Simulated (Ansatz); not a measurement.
`[SiH3]S` + `[Cl][SnH3]` → `[SiH3][SnH2][Cl]` + H₂S at 298.15 K and 1 bar (formal exchange of groups at the Si–S bond).

Calculated with Ansatz (gas phase, PBE0-D4/def2-TZVP geometries, no zero-point term in ΔE). CCSD(T)/CBS is the MP2 limit (def2-TZVPP, def2-QZVPP) plus CCSD(T) − MP2 in def2-TZVPP, frozen cores. This one scheme is used for every species. Elements past krypton have def2 core potentials. For Sn outer-core shells are correlated without core-valence functions, which leaves a few kJ/mol of doubt a bond.

| species | CCSD(T)/CBS energy (Eh) | H − E (kJ/mol) | S (J/(mol·K)) |
| --- | --- | --- | --- |
| `[SiH3]S` | -689.27336 | 102.7 | 272.7 |
| `[Cl][SnH3]` | -675.62576 | 69.1 | 276.0 |
| `[SiH3][SnH2][Cl]` | -965.91856 | 123.4 | 352.7 |
| H₂S | -398.97279 | 49.9 | 205.7 |

H − E and S are ideal-gas, rigid-rotor, harmonic terms from PBE0-D4/def2-TZVP. 1 Eh = 2625.50 kJ/mol, R = 8.31446 J/(mol·K).

Q: By hand: ΔE, ΔH, ΔS and ΔG.

A: ΔE = (-965.91856) + (-398.97279) − (-689.27336) − (-675.62576) = 0.00777 Eh = 20.4 kJ/mol. Δ(H − E) = 123.4 + 49.9 − 102.7 − 69.1 = 1.5, so ΔH = 21.9 kJ/mol. ΔS = 352.7 + 205.7 − 272.7 − 276.0 = 9.7 J/(mol·K). ΔG = 21.9 − 298.15 × (9.7)/1000 = 19.0 kJ/mol.

Q: By hand: the equilibrium constant, and the temperature at which ΔG would vanish if ΔH and ΔS stayed fixed.

A: log₁₀ K = −ΔG/(RT ln 10) = -3.3. ΔG = 0 at ΔH/ΔS = 2258 K, though so small a ΔS makes that figure unsure.

The number of gas molecules stays the same, so ΔS is small and ΔH decides. A doubt of 5 kJ/mol in ΔE shifts log₁₀ K by 0.9 here. These are equilibria of isolated gas molecules and say nothing of rates. Largest T1 diagnostic: 0.012 (customary marks: 0.02 for closed shells, 0.045 for open ones).
